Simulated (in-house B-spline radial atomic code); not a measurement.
Configurations of Se VII (Se6+), with energies counted from [Ar] 3d10. All numbers are computed (Dirac-Hartree-Fock, average of configuration; Fermi nucleus of rms radius 4.14 fm) with an all-electron radial atomic-structure program (B-spline basis), not measured. Energies include first-order Breit, QED and recoil terms.

Occupations are held fixed; configurations that lie above the ionisation limit could autoionise.

| configuration | E - E(ref) (eV) | highest orbital | its <r> (bohr) |
| --- | --- | --- | --- |
| [Ar] (3d3/2)4 (3d5/2)5 (4p3/2)1 | 69.659 | 4p3/2 | 1.63 |
| [Ar] (3d3/2)4 (3d5/2)5 (4d3/2)1 | 92.187 | 4d3/2 | 1.964 |
| [Ar] (3d3/2)3 (3d5/2)6 (4f7/2)1 | 111.59 | 4f7/2 | 2.463 |
| [Ne] 3s2 (3p1/2)2 (3p3/2)3 3d10 (5g7/2)1 | 236.98 | 5g7/2 | 3.923 |
| [Ne] 3s2 (3p1/2)1 (3p3/2)4 3d10 6s1 | 238.5 | 6s1/2 | 4.614 |
| [Ne] 3s2 (3p1/2)2 (3p3/2)3 3d10 (6d3/2)1 | 240.29 | 6d3/2 | 5.714 |

**Question.** Order these further configurations by energy, lowest first.
A. [Ne] 3s2 (3p1/2)1 (3p3/2)4 3d10 (5f5/2)1
B. [Ne] 3s2 (3p1/2)2 (3p3/2)3 3d10 (4p1/2)1
C. [Ar] (3d3/2)3 (3d5/2)6 7s1
D. [Ar] (3d3/2)4 (3d5/2)5 (7p1/2)1
E. [Ne] 3s2 (3p1/2)2 (3p3/2)3 3d10 (6f5/2)1

**Answer.** C (133.06 eV), D (133.82 eV), B (179.14 eV), A (242.37 eV), E (244.74 eV).

**Question.** How far above the reference does [Ar] (3d3/2)4 (3d5/2)5 5s1 lie?

**Answer.** 102.27 eV; its least bound orbital is 5s1/2 with <r> = 2.837 bohr.
